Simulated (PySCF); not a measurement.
Isomers of C8H12ClF, mass 162.061 u with the commonest isotopes. Method: PBE0/pcSseg-1 in PySCF (dipole) on a GFN2-xTB geometry, gas phase. One conformer each, none proved a minimum here; rigid rotors.

Question: Order these by out-of-plane moment Σ m c² = (Ia + Ib − Ic)/2, smallest first.
A. `F[C@@H]1C[C@@H]2CC[C@H]1[C@@H](Cl)C2`
B. `C[C@@H]1C[C@]2(Cl)C[C@H]1C[C@H]2F`
C. `[F:1][CH2:2][C@H:3]1[CH2:4][CH2:5][CH2:6]/[C:7](=[CH:8]\[Cl:9])[CH2:10]1` with F1–C2–C3–C4 -61°, C2–C3–C4–C5 180°, C3–C4–C5–C6 -58°, C4–C5–C6–C7 56°, C5–C6–C7–C8 123°
D. `[F:1][C@@H:2]1[CH2:3][C@@H:4]2[CH2:5][CH2:6][CH2:7][C@@H:8]2[C@@H:9]1[Cl:10]` with F1–C2–C3–C4 -82°, C2–C3–C4–C5 95°, C3–C4–C5–C6 -139°, C4–C5–C6–C7 40°
E. `[F:1][C@@H:2]1[CH2:3][CH2:4][CH2:5][C@@H:6](/[CH:7]=[CH:8]/[Cl:9])[CH2:10]1` with C5–C6–C7–C8 -122°, F1–C2–C3–C4 -67°, C2–C3–C4–C5 -56°, C3–C4–C5–C6 59°, C4–C5–C6–C7 179°

Answer: C (39.82 u·Å²), E (48.10 u·Å²), B (60.42 u·Å²), D (85.30 u·Å²), A (103.20 u·Å²).

Question: Order these by rotational constant C, largest first.
A. `[F:1][C@@H:2]1[CH2:3][CH2:4][CH2:5][C@@H:6](/[CH:7]=[CH:8]/[Cl:9])[CH2:10]1` with C5–C6–C7–C8 -122°, F1–C2–C3–C4 -67°, C2–C3–C4–C5 -56°, C3–C4–C5–C6 59°, C4–C5–C6–C7 179°
B. `[F:1][CH2:2][C@H:3]1[CH2:4][CH2:5][CH2:6]/[C:7](=[CH:8]\[Cl:9])[CH2:10]1` with F1–C2–C3–C4 -61°, C2–C3–C4–C5 180°, C3–C4–C5–C6 -58°, C4–C5–C6–C7 56°, C5–C6–C7–C8 123°
C. `[F:1][C@@H:2]1[CH2:3][C@@H:4]2[CH2:5][CH2:6][CH2:7][C@@H:8]2[C@@H:9]1[Cl:10]` with F1–C2–C3–C4 -82°, C2–C3–C4–C5 95°, C3–C4–C5–C6 -139°, C4–C5–C6–C7 40°
D. `[C@@H]1(F)C[C@H]2[C@H](C)C[C@@]1(C2)Cl`

Answer: C (823.9 MHz), D (763.9 MHz), B (475.0 MHz), A (422.4 MHz).

Question: Order these by dipole moment, largest first.
A. `C[C@@H]1C[C@]2(Cl)C[C@H]1C[C@H]2F`
B. `[F:1][C@@H:2]1[CH2:3][C@@H:4]2[CH2:5][CH2:6][CH2:7][C@@H:8]2[C@@H:9]1[Cl:10]` with F1–C2–C3–C4 -82°, C2–C3–C4–C5 95°, C3–C4–C5–C6 -139°, C4–C5–C6–C7 40°
C. `[F:1][CH2:2][C@H:3]1[CH2:4][CH2:5][CH2:6]/[C:7](=[CH:8]\[Cl:9])[CH2:10]1` with F1–C2–C3–C4 -61°, C2–C3–C4–C5 180°, C3–C4–C5–C6 -58°, C4–C5–C6–C7 56°, C5–C6–C7–C8 123°
D. `[F:1][C@@H:2]1[CH2:3][CH2:4][CH2:5][C@@H:6](/[CH:7]=[CH:8]/[Cl:9])[CH2:10]1` with C5–C6–C7–C8 -122°, F1–C2–C3–C4 -67°, C2–C3–C4–C5 -56°, C3–C4–C5–C6 59°, C4–C5–C6–C7 179°
E. `F[C@@H]1C[C@@H]2CC[C@H]1[C@@H](Cl)C2`

Answer: A (3.54 D), B (3.00 D), D (2.35 D), E (2.07 D), C (1.88 D).

| SMILES | point group | Ia (u·Å²) | Ib (u·Å²) | Ic (u·Å²) | κ | μa (D) | μb (D) | μc (D) |
| --- | --- | --- | --- | --- | --- | --- | --- | --- |
| F[C@@H]1C[C@@H]2CCC[C@@H]2[C@@H]1Cl | C1 | 293.12 | 490.92 | 613.44 | -0.54 | 1.78 | 1.08 | 2.16 |
| FC[C@H]1CCC/C(=C\Cl)C1 | C1 | 199.77 | 943.94 | 1064.06 | -0.94 | 1.28 | 0.16 | 1.37 |
| F[C@@H]1CCC[C@@H](/C=C/Cl)C1 | C1 | 187.25 | 1105.50 | 1196.56 | -0.97 | 1.83 | 0.96 | 1.11 |
| F[C@@H]1C[C@@H]2CC[C@H]1[C@@H](Cl)C2 | C1 | 267.02 | 561.36 | 621.98 | -0.84 | 0.75 | 1.55 | 1.16 |
| C[C@@H]1C[C@]2(Cl)C[C@H]1C[C@H]2F | C1 | 290.11 | 492.31 | 661.57 | -0.46 | 3.43 | 0.66 | 0.59 |
